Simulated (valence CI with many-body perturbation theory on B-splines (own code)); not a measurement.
Tb XXXV: calculated level list

Level of theory: relativistic CI+MBPT: three valence electrons over a frozen Dirac-Fock core [Ar] 3d10, a basis of 9 s, 9 p, 8 d, 6 f, 3 g, 1 h functions for each j, with the one-electron correlation potential Σ1, the two-electron term Σ2, the three-electron term Σ3, Breit, model QED; selected CI, second order for the rest, scaled by the run's own slope (own B-spline code, finite nucleus).

No measured spectrum was set against this ion. As an estimate, large intervals hold to a few tenths of a per cent, small ones and those within an open d or f shell to about a per cent.

Levels 1 to 36 of 36, with energies above the lowest level, (4s^2 4p1/2) J=1/2. "Leading %" is the weight of the configuration and term that name the level; weights of strongly mixed levels are sums over their largest components and can fall short, so below about 35 % the name and the second component can differ from the true leading terms, or belong to a minority configuration. In the jj column 3d3/2^4 stands for four electrons in 3d with j = 3/2. Lifetimes count E1, E2, E3, M1 and M2 decay at the calculated energies, and are blank where another channel may lead or the interval is too uncertain; long ones can be off by a factor of two.

```csv
No.,Configuration,Term,J,E (cm⁻¹),Leading %,Lifetime,g,Second component,Leading jj
1,4s2 4p,2P°,1/2,0,99,,0.661,,4s^2 4p1/2 (99 %)
2,4s2 4p,2P°,3/2,393690,99,1.79 μs,1.331,,4s^2 4p3/2 (99 %)
3,4s 4p2,4P,1/2,601450,65,65.4 ps,2.295,25 % 4s 4p2 2S,4s 4p1/2^2 (95 %)
4,4s 4p2,4P,3/2,915430,93,512 ps,1.675,5 % 4s 4p2 2D,4s 4p1/2 4p3/2 (99 %)
5,4s 4p2,2D,5/2,968630,53,123 ps,1.383,46 % 4s 4p2 4P,4s 4p1/2 4p3/2 (96 %)
6,4s 4p2,2D,3/2,1047100,69,7.04 ps,0.949,25 % 4s 4p2 2P,4s 4p1/2 4p3/2 (93 %)
7,4s 4p2,2P,1/2,1071100,71,3.23 ps,1.192,23 % 4s 4p2 4P,4s 4p1/2 4p3/2 (93 %)
8,4s 4p2,4P,5/2,1330200,51,102 ps,1.403,39 % 4s 4p2 2D,4s 4p3/2^2 (90 %)
9,4s2 4d,2D,3/2,1415200,70,2.00 ps,0.951,26 % 4s 4p2 2P,4s^2 4d3/2 (70 %)
10,4s 4p2,2S,1/2,1465300,69,4.76 ps,1.840,18 % 4s 4p2 2P,4s 4p3/2^2 (97 %)
11,4s 4p2,2P,3/2,1506500,46,1.94 ps,1.080,25 % 4s2 4d 2D,4s 4p3/2^2 (73 %)
12,4s2 4d,2D,5/2,1531600,89,2.88 ps,1.206,8 % 4s 4p2 2D,4s^2 4d5/2 (89 %)
13,4p3,2P°,3/2,1660300,43,6.23 ps,1.333,27 % 4p3 2D°,4p1/2^2 4p3/2 (94 %)
14,4s 4p 4d,4F°,3/2,1904600,80,31.3 ps,0.516,14 % 4s 4p 4d 2D°,4s 4p1/2 4d3/2 (96 %)
15,4s 4p 4d,4F°,5/2,1937200,44,94.7 ps,1.075,21 % 4s 4p 4d 2D°,4s 4p1/2 4d3/2 (81 %)
16,4p3,4S°,3/2,1991700,48,3.48 ps,1.389,28 % 4p3 2D°,4p1/2 4p3/2^2 (76 %)
17,4p3,2D°,5/2,2008300,46,7.95 ps,1.161,28 % 4s 4p 4d 4F°,4p1/2 4p3/2^2 (46 %)
18,4s 4p 4d,4D°,1/2,2032600,67,1.59 ps,0.369,25 % 4s 4p 4d 2P°,4s 4p1/2 4d3/2 (95 %)
19,4s 4p 4d,4D°,3/2,2037400,46,1.97 ps,1.334,27 % 4s 4p 4d 4P°,4s 4p1/2 4d3/2 (66 %)
20,4s 4p 4d,4P°,5/2,2057800,46,3.54 ps,1.418,21 % 4s 4p 4d 4D°,4s 4p1/2 4d5/2 (80 %)
21,4s 4p 4d,4F°,7/2,2064300,58,8.10 ps,1.255,21 % 4s 4p 4d 4D°,4s 4p1/2 4d5/2 (91 %)
22,4p3,2P°,1/2,2093800,93,3.62 ps,0.661,6 % 4s 4p 4d 2P°,4p1/2 4p3/2^2 (93 %)
23,4s 4p 4d,2F°,5/2,2148800,67,3.72 ps,0.968,17 % 4p3 2D°,4s 4p1/2 4d5/2 (66 %)
24,4s 4p 4d,2P°,3/2,2179800,37,1.87 ps,1.055,35 % 4s 4p 4d 2D°,4s 4p1/2 4d5/2 (56 %)
25,4s 4p 4d,4D°,3/2,2353100,37,2.27 ps,1.342,34 % 4s 4p 4d 4P°,4s 4p3/2 4d3/2 (90 %)
26,4s 4p 4d,4D°,5/2,2355000,54,1.91 ps,1.269,17 % 4s 4p 4d 4F°,4s 4p3/2 4d3/2 (92 %)
27,4s 4p 4d,4P°,1/2,2356200,88,2.31 ps,2.347,12 % 4s 4p 4d 4D°,4s 4p3/2 4d3/2 (98 %)
28,4s 4p 4d,4D°,7/2,2367300,46,2.29 ps,1.307,36 % 4s 4p 4d 4F°,4s 4p3/2 4d3/2 (68 %)
29,4s 4p 4d,4F°,9/2,2367500,100,2.24 μs,1.331,,4s 4p3/2 4d5/2 (100 %)
30,4p3,2P°,3/2,2399300,26,4.66 ps,1.357,18 % 4s 4p 4d 4P°,4p3/2^3 (48 %)
31,4s 4p 4d,2D°,3/2,2437400,65,1.61 ps,0.965,14 % 4s 4p 4d 4P°,4s 4p3/2 4d3/2 (66 %)
32,4s 4p 4d,2D°,5/2,2445600,47,3.99 ps,1.338,36 % 4s 4p 4d 4P°,4s 4p3/2 4d5/2 (97 %)
33,4s 4p 4d,2F°,5/2,2460500,59,2.16 ps,0.906,25 % 4s2 4f 2F°,4s 4p3/2 4d3/2 (69 %)
34,4s 4p 4d,2F°,7/2,2497000,48,2.66 ps,1.226,30 % 4s 4p 4d 4D°,4s 4p3/2 4d5/2 (67 %)
35,4s 4p 4d,2F°,7/2,2501400,90,6.79 ps,1.144,5 % 4s2 4f 2F°,4s 4p3/2 4d5/2 (82 %)
36,4s 4p 4d,2P°,1/2,2509500,77,1.35 ps,0.596,18 % 4s 4p 4d 4D°,4s 4p3/2 4d3/2 (85 %)
```

Where two levels of one J and parity lie close, their mixing, g and order are uncertain.

The ionisation energy to 4s2 1S_0 of the next ion comes out as 1444.4 eV (NIST: 1443 ± 5 eV (theoretical)). All 36 levels together are meant to be complete up to 2534900 cm⁻¹.
